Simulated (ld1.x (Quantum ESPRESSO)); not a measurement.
## What the settings do to the TM potential of oxygen

Base potential:

O, norm-conserving Troullier–Martins (Kleinman–Bylander form), made with ld1.x (Quantum ESPRESSO) 7.5 (PBE, scalar-relativistic). Core [He], reference 2s2 2p3 (charge +1). Waves: 2p (bound): rc 1.20 bohr; 2s (bound): rc 0.85 bohr. Local part: the s channel. Core correction: a·sin(br)/r model core, default radius (core density twice the valence density).

Cutoffs, loose and tight: the cutoffs (Ry, on a coarse ladder) from which the occupation-weighted sum of valence levels, in a spherical-Bessel basis at the reference potential, stays within 10 and 1 mRy of its value at 400 Ry. They do not see the model core or the augmentation charge, which bear on the density cutoff. Test errors are all-electron minus pseudo excitation energies from the reference, over the configurations 2s2 2p4; 2s2 2p2; 2s2 2p1; 2s0 2p6; 2s2 2p3.5; 2s1 2p5; 2s2 2p0. A dash means not determined; rows that change the core or the reference have their own tests. The largest error is taken over the tests solved by every variant that gives reliable tests at all: 2s0 2p6; 2s1 2p5; 2s2 2p0; 2s2 2p1; 2s2 2p2; 2s2 2p3.5.

| change | outcome | cutoff, loose | cutoff, tight | bound ghosts | largest test error (meV) |
| --- | --- | --- | --- | --- | --- |
| base | generated | 100 Ry | 180 Ry | none | +819 |
| wave 2s (bound): rc 0.85 bohr becomes 2s (bound): rc 0.54 bohr | generated | 260 Ry | over 300 Ry | none | +864 |
| wave 2s (bound): rc 0.85 bohr becomes 2s (bound): rc 0.64 bohr | generated | 160 Ry | over 300 Ry | none | +812 |
| wave 2s (bound): rc 0.85 bohr becomes 2s (bound): rc 0.88 bohr | generated | 100 Ry | 180 Ry | none | +831 |
| wave 2s (bound): rc 0.85 bohr becomes 2s (bound): rc 1.06 bohr | generated | 90 Ry | 140 Ry | none | +1007 |
| wave 2s (bound): rc 0.85 bohr becomes 2s (bound): rc 1.14 bohr | generated | 90 Ry | 140 Ry | none | +1074 |

(1) What comes out with this change to the base: wave 2s (bound): rc 0.85 bohr becomes 2s (bound): rc 0.98 bohr?

(2) What comes out with this change to the base: wave 2s (bound): rc 0.85 bohr becomes 2s (bound): rc 1.24 bohr?

(3) What comes out with this change to the base: wave 2s (bound): rc 0.85 bohr becomes 2s (bound): rc 0.78 bohr?

Results:

(1) outcome: generated; cutoff, loose: 100 Ry; cutoff, tight: 160 Ry; bound ghosts: none; largest test error (meV): +902.

(2) outcome: generated; cutoff, loose: 90 Ry; cutoff, tight: 140 Ry; bound ghosts: none; largest test error (meV): +1226.

(3) outcome: generated; cutoff, loose: 100 Ry; cutoff, tight: 200 Ry; bound ghosts: none; largest test error (meV): +791.

Reading the sweep of the s radius (base included, trends over the rows without a ghost): The loose cutoff falls from 260 Ry at 0.54 to 90 Ry at 1.24 bohr. A larger radius leaves more room for a smooth pseudo-wave, so fewer plane waves are needed; a smaller one forces it to follow the all-electron wave where it bends sharply. The median size of the test errors (rows with all tests solved) is not monotonic: lowest 33.5 meV at 0.78 bohr, highest 77.4 meV at 1.24 bohr.
